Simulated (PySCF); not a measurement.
**Electronic structure of Hg (mercury, neutral) at the UHF level**

Configuration: [Xe] 4f14 5d10 6s2, closed-shell 1S. All numbers are calculated (PySCF 2.14, a scalar-relativistic core potential, in def2-QZVPPD with the def2 core potential (60 electrons) (7s5p4d4f2g, 88 functions)).

| Quantity | Value |
| --- | --- |
| Total energy | -152.554579 hartree |
| One-electron energy | -270.1331 hartree |
| Hartree (Coulomb) energy | 130.5651 hartree |
| Exchange energy | -12.9866 hartree |
| ⟨S²⟩ | 0.0000 |
| ⟨L²⟩ | 0.000 |
| Sum of ⟨r⟩ | 28.86 bohr |
| Sum of ⟨r²⟩ | 54.00 bohr² |

```tsv
shell	electrons	mean orbital energy (eV)	rms radius, mean of both spins (bohr)
5s	2	-137.25	0.978
5p	6	-82.501	1.13
5d	10	-16.444	1.60
6s	2	-8.898	3.06
```

Energies and moments cover only the electrons outside the core potential. Spin-orbit coupling, which splits the p, d and f shells strongly at this Z, is absent.
